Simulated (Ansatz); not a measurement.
Geometry optimisation, RKS PBE0/def2-SVP (Ansatz 0.2.0).

The input (input.yaml):

```yaml
crystal:
  periodic: [false, false, false]
  atoms:
    - { symbol: W, position_ang: [0.0, 0.0, 0.0] }
    - { symbol: H, position_ang: [0.0, 0.0, 2.07] }
    - { symbol: O, position_ang: [1.94, 0.0, 0.0] }
    - { symbol: H, position_ang: [2.2771, -0.9519, -0.0197] }
    - { symbol: F, position_ang: [0.0, 1.85, 0.0] }
    - { symbol: Cl, position_ang: [-2.39, 0.0, 0.0] }
    - { symbol: F, position_ang: [0.0, -1.85, 0.0] }
    - { symbol: F, position_ang: [0.0, 0.0, -1.85] }
    - { symbol: O, position_ang: [-1.5969, 1.4031, 0.7063] }
    - { symbol: H, position_ang: [-2.4693, 1.1782, 0.2499] }
    - { symbol: H, position_ang: [-0.7937, 0.6974, 1.9256] }
basis:
  gaussian: { orbitals: def2-SVP }
hamiltonian:
  xc: pbe0
relax:
  f_tol: 0.15
  max_steps: 25
  restrain:
    - { distance: [0, 8], at: 1.94, k: 30.0 }
    - { distance: [10, 1], at: 0.66, k: 30.0 }
    - { distance: [0, 1], at: 2.92, k: 30.0 }
    - { distance: [10, 8], at: 2.21, k: 30.0 }
```

Run as:

```bash
$ ansatz run input.yaml --threads 4 --pin off --max-ram 5120MiB --backend cpu --events-out ev --progress --plain --runs-dir out
```

Task: Where does it end, and by what steps?

Result: The run converged. The restraints hold the end off the free minimum. After 16 steps the energy has fallen by 12.477 eV (the restraints' own energy left out); F5 moved furthest, 1.41 Å. The start is strongly strained (largest force component 17 eV/Å), so its close contacts needn't be bonds. Parted: W1–H2 (2.07 → 2.93 Å), W1–H11 (2.20 → 3.11 Å), Cl6–O9 (1.76 → 2.87 Å), Cl6–H10 (1.21 → 2.77 Å). Joined: H2–H11 (1.07 → 0.72 Å).

```json
{"step": "0", "energy less start (eV)": "0.0000", "largest force component (eV/Å)": "16.744", "accepted": "yes"}
{"step": "1", "energy less start (eV)": "-2.6968", "largest force component (eV/Å)": "13.081", "accepted": "yes"}
{"step": "2", "energy less start (eV)": "-5.7440", "largest force component (eV/Å)": "9.550", "accepted": "yes"}
{"step": "3", "energy less start (eV)": "-8.4867", "largest force component (eV/Å)": "4.850", "accepted": "yes"}
{"step": "4", "energy less start (eV)": "-10.1893", "largest force component (eV/Å)": "1.836", "accepted": "yes"}
{"step": "5", "energy less start (eV)": "-10.9010", "largest force component (eV/Å)": "1.060", "accepted": "yes"}
{"step": "6", "energy less start (eV)": "-11.2460", "largest force component (eV/Å)": "1.154", "accepted": "yes"}
{"step": "7", "energy less start (eV)": "-11.5120", "largest force component (eV/Å)": "1.372", "accepted": "yes"}
{"step": "8", "energy less start (eV)": "-11.7754", "largest force component (eV/Å)": "1.161", "accepted": "yes"}
{"step": "9", "energy less start (eV)": "-12.0029", "largest force component (eV/Å)": "1.098", "accepted": "yes"}
{"step": "10", "energy less start (eV)": "-12.1818", "largest force component (eV/Å)": "1.261", "accepted": "yes"}
{"step": "11", "energy less start (eV)": "-12.3374", "largest force component (eV/Å)": "1.297", "accepted": "yes"}
{"step": "12", "energy less start (eV)": "-12.4238", "largest force component (eV/Å)": "1.364", "accepted": "yes"}
{"step": "13", "energy less start (eV)": "-12.4270", "largest force component (eV/Å)": "1.257", "accepted": "yes"}
{"step": "14", "energy less start (eV)": "-12.4605", "largest force component (eV/Å)": "1.559", "accepted": "yes"}
{"step": "15", "energy less start (eV)": "-12.4703", "largest force component (eV/Å)": "1.576", "accepted": "yes"}
{"step": "16", "energy less start (eV)": "-12.4770", "largest force component (eV/Å)": "1.577", "accepted": "yes"}
```

```xyz
11
Properties=species:S:1:pos:R:3
W -0.292 0.269 -0.471
H -0.056 -0.613 2.318
O 1.398 0.395 0.265
H 2.019 -0.158 0.757
F -0.060 1.854 -1.405
Cl -2.473 -0.093 -1.220
F -0.327 -1.440 0.278
F 0.216 -0.544 -2.064
O -1.133 1.194 0.962
H -2.056 1.462 1.037
H -0.267 0.001 2.623
```

Run time: 63 s on 4 threads of Arm Neoverse V2 (shared host), peak memory 0.44 GiB.
